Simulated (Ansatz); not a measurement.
Born–Oppenheimer molecular dynamics of BrCl$_{4}$FH$_{2}$W (9 atoms, charge 0, multiplicity 1). It starts at the highest image of a converged band. Of that band: The profile has 2 maxima (images 2, 5) with wells between them (image 3): this band takes more than one step, which may be the mechanism or a detour left from its start path. A vibrational analysis at the climbing image gives one clearly imaginary mode, 50i cm⁻¹: a first-order saddle point.

The calculation used Ansatz, RKS PBE/def2-SVP.

```yaml
ensemble: NVE (velocity Verlet)
time_step: 0.5 fs
steps_asked: 200
starting_velocities_drawn_for: 300 K
seed: 3159
```

First frame:

```xyz
9
Properties=species:S:1:pos:R:3
W -0.304 0.230 -0.183
F -0.507 0.008 2.257
H 1.060 -0.017 0.734
Cl 1.225 2.009 -0.294
Cl -2.362 -0.886 0.032
Cl 0.543 -1.950 -0.335
Cl -0.362 0.337 -2.452
Br -1.791 2.154 0.765
H -1.151 0.734 2.297
```

Q: What does the run give?

A: The run went to its last step.

| Item | Value |
| --- | --- |
| steps done | 200 |
| time covered | 100 fs |
| mean temperature over the second half | 137 K |
| spread of the potential energy over the second half | 2.9 meV per atom |
| mean potential energy of the second half above the start | 16.5 meV per atom |

The conserved energy stayed within 0.15 meV per atom of its start (net change 0.013 meV per atom), so the integration is sound. The temperature averaged 0.46 of the 300 K drawn at the start: a run that starts near a minimum puts about half its kinetic energy into the potential. A run of 0.1 ps of so small a system gives no equilibrium averages. The orbitals stay closed-shell, which can raise the energy where a bond breaks towards radicals; this wasn't checked here.

Q: What happens to the structure?

A: The step under study would form W1–Br8, F2–H9 and break W1–F2, Br8–H9. These pairs go: W1–Br8 2.61 → 2.49 Å, F2–H9 0.97 → 0.94 Å, W1–F2 2.46 → 2.74 Å, Br8–H9 2.19 → 2.41 Å. In the last frame they stand as after the step (other bonds may differ from the relaxed reactants and products). It ends as BrCl4HW + FH. Pairs count as bonded within 1.25 times the sum of covalent radii (0.12 Å more for H–H). The details hang on the random start.

Q: How do temperature and energy run in time?

A: 
| time (fs) | T (K) | potential energy less start (eV) | conserved less start (meV/atom) |
| --- | --- | --- | --- |
| 0.0 | 300 | 0.000 | 0.00 |
| 5.0 | 233 | 0.061 | 0.05 |
| 10.0 | 213 | 0.079 | 0.00 |
| 15.0 | 197 | 0.094 | 0.00 |
| 20.0 | 139 | 0.146 | 0.03 |
| 25.0 | 158 | 0.129 | -0.01 |
| 30.0 | 143 | 0.143 | 0.05 |
| 35.0 | 169 | 0.119 | 0.04 |
| 40.0 | 207 | 0.084 | 0.05 |
| 45.0 | 185 | 0.105 | 0.06 |
| 50.0 | 170 | 0.119 | 0.08 |
| 55.0 | 166 | 0.121 | 0.06 |
| 60.0 | 99 | 0.183 | 0.12 |
| 65.0 | 101 | 0.181 | 0.12 |
| 70.0 | 82 | 0.198 | 0.12 |
| 75.0 | 93 | 0.189 | 0.11 |
| 80.0 | 136 | 0.149 | 0.06 |
| 85.0 | 140 | 0.145 | 0.02 |
| 90.0 | 172 | 0.116 | 0.01 |
| 95.0 | 200 | 0.091 | -0.01 |
| 100.0 | 165 | 0.122 | 0.01 |

Run time: 11 min on 4 threads of Arm Neoverse V1, on a shared host, peak memory 0.31 GiB.
